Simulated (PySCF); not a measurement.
Ionisation energy of Sr by level of theory

Sr [Kr] 5s2 (1S) → Sr⁺ [Kr] 5s1 (2S), as a difference of total energies. All numbers are calculated (PySCF 2.14, scalar relativity by spin-free X2C-1e, in x2c-SVPall (6s4p5d1f, 50 functions)). Correlated levels: valence: [Kr] frozen. The calculations carry no spin-orbit coupling.

```csv
method,ionisation energy (eV)
UHF,4.774
M06-2X,6.002
PBE0,5.700
MP2 (valence),5.203
SCS-MP2 (valence),5.288
CCSD (valence),5.433
```

**Question.** How much does correlation contribute at MP2 (valence)?

**Answer.** 5.203 − (4.774) = 0.429 eV, measured against UHF.

Errors of the correlated levels include the incompleteness of this basis and the frozen core.

With two correlated electrons CCSD is exact in that space.

The coupled-cluster amplitudes are large for Sr (T1 above 0.03 or a double amplitude above 0.15), so a single reference is strained.

For comparison: 5.695 eV (measured; NIST Atomic Spectra Database, ionization energies).
